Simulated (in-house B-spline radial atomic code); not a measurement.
Atomic self-consistent-field run: La²⁺ (an excited or competing configuration). All numbers are computed (scalar-relativistic (X2C) BHandHLYP, spin-polarised, spherical fractional occupations, exact exchange averaged over the configuration; Fermi nucleus of rms radius 4.855 fm) with a radial B-spline atomic code at the basis-set limit, not measured.

Command:
```bash
python run_scf.py task.json out
```
Settings (nuclear radius in fm, mass in u):
```
Z                57
configuration    [Xe] 6p1
hamiltonian      x2c
method           bhandhlyp
spin_polarised   True
nucleus          fermi
rms_radius       4.855
atomic_mass      138.90636
speed_of_light   137.035999084
exact_exchange   averaged over the configuration
```

Output (hartree, bohr):
```
 radial grid: 81 intervals, B-splines of order 8, outer radius 60 bohr

 iter        energy (Eh)    residual
    1       -8483.605366    4.95e-01
    2       -8488.973599    3.01e-01
    3       -8491.585587    6.09e-02
    4       -8491.721628    2.00e-02
    5       -8491.728397    7.55e-03
    6       -8491.730253    7.49e-04
    7       -8491.730263    1.58e-04
    8       -8491.730264    1.79e-05
    9       -8491.730264    9.56e-07
   10       -8491.730264    1.20e-07

 total energy                     -8491.73026
 kinetic                            9089.6342
 electron-nucleus                 -20631.1200
 Hartree                            3255.0514
 exact exchange                     -101.0465
 exchange-correlation               -104.2493

 orbital      occ     eigenvalue          <r>       <r^2>       <1/r>       r_max
 1s up      1.000     -1429.9702    0.0244152 0.000819427     65.6228      0.0153
 1s down    1.000     -1429.9696    0.0244152 0.000819427     65.6228      0.0153
 2s up      1.000      -230.1544       0.1068   0.0135218     15.0257     0.09078
 2s down    1.000      -230.1541       0.1068   0.0135218     15.0257     0.09078
 2p up      3.000      -206.4416    0.0939091   0.0107818      13.638     0.07276
 2p down    3.000      -206.4410    0.0939092   0.0107818      13.638     0.07276
 3s up      1.000       -50.5643     0.284261   0.0924663     5.35273      0.2602
 3s down    1.000       -50.5637     0.284261    0.092466     5.35271      0.2602
 3p up      3.000       -42.8785     0.282286   0.0924681     4.94616      0.2546
 3p down    3.000       -42.8777     0.282288   0.0924688     4.94612      0.2546
 3d up      5.000       -31.7278     0.259556   0.0794271     4.65286        0.21
 3d down    5.000       -31.7273     0.259555   0.0794265     4.65287        0.21
 4s up      1.000       -11.0622     0.653918    0.482156     2.18479      0.6082
 4s down    1.000       -11.0608     0.653932     0.48217     2.18467      0.6082
 4p up      3.000        -8.5040      0.69221    0.544329     1.98962      0.6349
 4p down    3.000        -8.5025      0.69223    0.544348     1.98949      0.6349
 4d up      5.000        -4.7174     0.767841    0.682923     1.71973      0.6723
 4d down    5.000        -4.7163     0.767738    0.682722     1.71991      0.6723
 5s up      1.000        -2.2212       1.5512     2.69467    0.855014       1.408
 5s down    1.000        -2.2165      1.55312     2.70198    0.853961       1.409
 5p up      3.000        -1.5215      1.76642     3.51429    0.737741       1.573
 5p down    3.000        -1.5178      1.76928     3.52538    0.736294       1.575
 6p up      1.000        -0.4617      4.38566     21.3192    0.285205       4.044
```

Time taken, with all properties: 0.69 s on 1 thread of Intel(R) Xeon(R) Platinum 8375C CPU @ 2.90GHz (shared host).

One-electron X2C: radii and densities carry no picture-change correction, so inner-shell <1/r> comes out high (for 1s by about 2 % at Z = 33, 5 % at 54, 10 % at 75, 30 % at 118) and <r> low.
